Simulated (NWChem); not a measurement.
Species: H₃SO₄ cation; SMILES O=S(=O)([OH2+])O

```xyz
8

O     -1.5232     0.3680     0.1498
S     -0.0819     0.3328     0.1586
O      0.8602     0.4968     1.2446
O      0.4612     0.7536    -1.2683
O      0.2640    -1.6775    -0.2010
H      1.4473     0.8731    -1.2679
H      0.4116    -2.1761     0.6387
H     -0.4816    -2.1184    -0.6755
```
Atoms are numbered in this order, from 1.

Computed with NWChem. Geometry: optimised at PBE-D3(BJ)/def2-SVP. Level: M06-2X/def2-SVP with SMD (1 M gas to 1 M solution), gas-phase geometry. Reactions with the solvent are ignored.

| solvent | dielectric constant | solvation free energy (kcal/mol) | cavity-dispersion-structure term (kcal/mol) |
|---|---|---|---|
| water | 78.4 | -76.2 | 2.0 |
| methanol | 32.6 | -73.3 | 3.5 |
| dimethyl sulfoxide | 46.8 | -65.7 | -3.4 |
| dichloromethane | 8.93 | -62.5 | -0.4 |
| 1,4-dioxane | 2.21 | -37.9 | -3.3 |
| diethyl ether | 4.24 | -51.9 | -3.4 |
| n-hexane | 1.88 | -31.5 | -1.9 |
